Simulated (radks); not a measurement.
Excited configurations of neutral hafnium: one electron is placed in a higher orbital outside [Xe] 4f14 5d1 6s2. The ground configuration is [Xe] 4f14 5d2 6s2. All-electron calculation, Dirac Kohn-Sham, PBE, spin-unpolarised, spherical densities, point nucleus; open shells are shared between the two j in proportion to 2j + 1. Program: a radial shooting solver on a logarithmic mesh with Libxc functionals. Excitation = E - E(ground); binding = E(ion) - E, where the ion is the core of charge +1; n* = 1/sqrt(2 binding) in atomic units, and the quantum defect is n - n*. Eigenvalue and <r> are those of j = l + 1/2.

outer orbital  excitation (eV)  binding (eV)  eigenvalue (eV)  <r> (bohr)
5f                       5.577         0.924           -0.428       16.90
6d                       4.920         1.581           -0.715       10.61
6f                       5.853         0.647           -0.367       28.40
7s                       4.029         2.471           -1.444       8.797
7d                       5.507         0.993           -0.556       19.60

The Delta-SCF ionisation energy is 6.500 eV (NIST Atomic Spectra Database: 6.825 eV, measured). Self-interaction in the functional shifts the binding energies and quantum defects, so they are the method's values and not measured ones. Spin polarisation and multiplet splitting are left out, so open shells lie too high by an amount that depends on their filling. Sharing an open shell by 2j + 1 raises it above the true ground level by a part of the spin-orbit splitting, which enters the differences from NIST.

Beside tabulated values, note that spin-unpolarised runs miss the spin-polarisation part of the exchange energy of open shells.
